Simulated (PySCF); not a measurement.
**Steps of a relaxation of [TlBr2]+**

[TlBr2]+ (singlet). PySCF 2.14.0, RKS PBE0, Tl def2-SVP with ECP60, Br def2-SVP; non-relativistic Hamiltonian with scalar-relativistic core potentials where named; density fitting; no spin-orbit coupling. Origin of the start: template. Columns: position (Å) and force (eV/Å). Energies are counted from the last step; some of the 7 steps are shown. Forces carry noise of the integration grid, about 0.01 to 0.03 eV/Å.

Run from Python with OMP_NUM_THREADS=2. Where DIIS fails, smearing, a level shift and second-order steps follow.
It took 19 s on 2 threads of Arm Neoverse V1, on a shared host, from the converged density of the start.

```xyz
3
step 0  E = 0.648 eV
Tl    0.0000    0.0000   -0.4545     0.00    0.00    1.54
Br    2.3344    0.0000    0.5902    -0.66    0.00   -0.77
Br   -2.3344    0.0000    0.5902     0.66    0.00   -0.77
```

```xyz
3
step 2  E = 0.114 eV
Tl    0.0000    0.0000   -0.0509     0.00    0.00    0.58
Br    2.4186    0.0000    0.3884    -0.22    0.00   -0.29
Br   -2.4186    0.0000    0.3884     0.22    0.00   -0.29
```

```xyz
3
step 4  E = 0.001 eV
Tl    0.0000    0.0000    0.2061     0.00    0.00    0.05
Br    2.4273    0.0000    0.2600     0.03    0.00   -0.03
Br   -2.4273    0.0000    0.2600    -0.03    0.00   -0.03
```

Where does the relaxation end?

It converges at step 6 in D∞h:
```xyz
3
step 6  E = 0
Tl    0.0000    0.0000    0.2417
Br    2.4300    0.0000    0.2421
Br   -2.4300    0.0000    0.2421
```

How did the contacts change?


| contact | start (Å) | end (Å) |
| --- | --- | --- |
| Tl1–Br2 (Br) | 2.558 | 2.430 |
| Tl1–Br3 (Br) | 2.558 | 2.430 |
